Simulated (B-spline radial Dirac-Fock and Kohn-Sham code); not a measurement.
# Successive ionisation energies of holmium: Dirac-Fock against NIST

Calculated with a radial finite-basis atomic code, using ΔSCF Dirac-Fock with Breit, self-energy and vacuum polarisation, finite nucleus, configuration average. Each value is the difference of the configuration-average energies of two neighbouring ions in their tabulated ground configurations. The model has no electron correlation. NIST's values refer to the lowest levels; many for high charge states are themselves semi-empirical or theoretical. Where a p, d or f shell is open in either ion the computed value averages over both j values and all terms, while the table refers to the lowest levels; that difference holds spin-orbit splitting (largest in heavy or highly charged ions), term energies where several electrons share open shells, and correlation, and it can reach 10 % or more.

```
  ion      configuration  computed (eV)     NIST (eV)            kind  NIST − computed (eV)
Ho³⁵⁺  [Ar] 3d10 4s2 4p2         1509.9      1545 ± 5     theoretical                +35.14
Ho³⁶⁺  [Ar] 3d10 4s2 4p1         1559.0      1598 ± 5     theoretical                +38.99
Ho³⁷⁺      [Ar] 3d10 4s2         1719.6      1719 ± 4     theoretical                 -0.62
Ho³⁸⁺      [Ar] 3d10 4s1         1772.8  1773.6 ± 0.9  semi-empirical                 +0.77
Ho³⁹⁺          [Ar] 3d10         3034.7      3018 ± 4     theoretical                -16.69
Ho⁴⁰⁺           [Ar] 3d9         3147.0      3125 ± 4     theoretical                -21.99
Ho⁴¹⁺           [Ar] 3d8         3260.9      3238 ± 4     theoretical                -22.86
Ho⁴²⁺           [Ar] 3d7         3376.3      3359 ± 4     theoretical                -17.29
Ho⁴³⁺           [Ar] 3d6         3493.3      3476 ± 4     theoretical                -17.28
Ho⁴⁴⁺           [Ar] 3d5         3611.8      3592 ± 4     theoretical                -19.83
Ho⁴⁵⁺           [Ar] 3d4         3731.9      3760 ± 4     theoretical                +28.06
Ho⁴⁶⁺           [Ar] 3d3         3853.6      3880 ± 4     theoretical                +26.39
Ho⁴⁷⁺           [Ar] 3d2         3976.8      4009 ± 4     theoretical                +32.18
Ho⁴⁸⁺           [Ar] 3d1         4101.6      4131 ± 4     theoretical                +29.41
Ho⁴⁹⁺       [Ne] 3s2 3p6         4541.6      4469 ± 4     theoretical                -72.56
```

Problem. Where in this range is the largest relative jump, and why?

Solution. From Ho³⁸⁺ (1772.8 eV) to Ho³⁹⁺ (3034.7 eV), a factor of 1.71. The configuration goes from [Ar] 3d10 4s1 to [Ar] 3d10, so the next electron comes out of a deeper subshell.
